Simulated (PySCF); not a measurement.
Work out the structure from these simulated measurements.

Formula: CH5BN2.

| Property | Result |
| --- | --- |
| Rotational structure | rotational constants A, B, C: 23.042, 4.394, 3.886 GHz [PBE0-D3(BJ)/def2-SVP] |
| XPS | B1s 195.5, C1s 290.9, N1s 404.2, N1s 408.9 eV [ΔSCF SCAN, pcX-2 on the ionised atom, pcseg-1 elsewhere, spin-free X2C] |
| NMR, other nuclei | isotropic shieldings of nuclei other than C and H, by class: 130 (1 B), -77 (1 N), 222 (1 N) ppm [GIAO PBE0/pcSseg-1] |
| UV, first state | lowest singlet excitation: 6.18 eV (201 nm, f = 0.002) [TDDFT PBE0/def2-SVPD] |
| Dipole | 7.49 D [PBE0/def2-SVPD] |
| Triplet | lowest triplet excitation (Tamm–Dancoff): 5.95 eV [TDA PBE0/def2-SVPD] |
| Valence photoelectron | vertical ionisation energy: 10.47 eV [ΔSCF PBE0/def2-SVPD] |
| 13C NMR | chemical shifts (computed TMS as zero) by class: 135.5 (1 C) ppm [GIAO PBE0/pcSseg-1] |

Gas-phase values; electronic properties from PySCF, density fitting. Levels stand in brackets. Geometry: PBE0-D3(BJ)/def2-SVP; no solvent, vibrations or thermal averaging. NMR values are class means; diastereotopic atoms form classes of their own.

Problem. Propose a structure and show how it fits.

Solution. Numbering: `[N:1]#[C:2][BH2-:3][NH3+:4]`. The one carbon: cyano carbon [C2] (135.5 ppm). The other shieldings belong to: 130 ppm, four-coordinate boron [B3]; -77 ppm, cyano nitrogen [N1]; 222 ppm, nitrogen bonded to B and 3 H [N4]. The core levels belong to: B1s 195.5 eV, four-coordinate boron [B3]; C1s 290.9 eV, cyano carbon [C2]; N1s 404.2 eV, cyano nitrogen [N1]; N1s 408.9 eV, nitrogen bonded to B and 3 H [N4]. The hole state at 290.9 eV has ⟨S²⟩ = 0.82 against 0.75, so that value is less sure. S1 is mainly HOMO→LUMO (weight 0.95); the largest Löwdin shares of the orbital it empties are 0.31 on the cyano nitrogen, 0.23 on the cyano carbon and 0.20 on the four-coordinate boron, of the orbital it fills 0.21 on the four-coordinate boron, 0.18 on an N–H hydrogen, 0.18 on the nitrogen bonded to B and 3 H and 0.14 on an N–H hydrogen. The optimised geometry has point group Cs and is an asymmetric top. Structure: `N#C[BH2-][NH3+]`. Computed isomers that give other values at the same levels: `C=NBN` (core binding energies: B1s 195.7, C1s 292.0, N1s 404.5, N1s 404.9 eV). The assignments are read from this structure; whether some other isomer fits the data as well wasn't checked.
